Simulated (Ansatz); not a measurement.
Two isomers of CH7OSi2: A = `CO[SiH][SiH3]`•, B = `C[Si](O)[SiH3]`•.

Computed with Ansatz on PBE0-D4/def2-TZVP structures; ΔE is electronic, products minus reactants. CCSD(T)/CBS is the MP2 limit (def2-TZVPP, def2-QZVPP) plus CCSD(T) − MP2 in def2-TZVPP, frozen cores. Functionals use def2-TZVPP. B3LYP here is the variant with VWN-RPA as its local correlation; programs differ in this. No spin–orbit coupling; open shells (•) take unrestricted orbitals. Each species was taken in one conformer, which may not be the lowest.

Q: Which isomer does CCSD(T)/CBS put lower? Give the gap. (Estimate.)

A: The calculation gave: B, by 22.9 kcal/mol.

Q: Give E(B) − E(A) in kcal/mol with B3LYP, PBE0-D4, LDA (SPW92), HF/def2-TZVPP, B3LYP-D4, ωB97M-V, CCSD(T)/def2-SVP. (Estimate.)

A: Computed: B3LYP -20.5, PBE0-D4 -22.5, LDA (SPW92) -22.1, HF/def2-TZVPP -18.6, B3LYP-D4 -20.9, ωB97M-V -22.3, CCSD(T)/def2-SVP -17.4. None reverses the order clearly.

Q: Does the order hold for the free energy at 298.15 K (harmonic terms from PBE0-D4)? (An estimate is asked.)

A: Ansatz gave: Yes: G(B) − G(A) = -22.4 kcal/mol, for one conformer each.

Largest T1 diagnostic: 0.015.

Leaving LDA and LC-ωPBE aside and taking each functional with its dispersion term where it has one, the values, not all of them listed here, spread over 2.6 kcal/mol, from r2SCAN0-D4 to BLYP-D4. In def2-TZVPP, CCSD(T) changes the Hartree–Fock value by −3.2 kcal/mol (the triples alone add −0.3 kcal/mol) and MP2 by −5.0 kcal/mol.
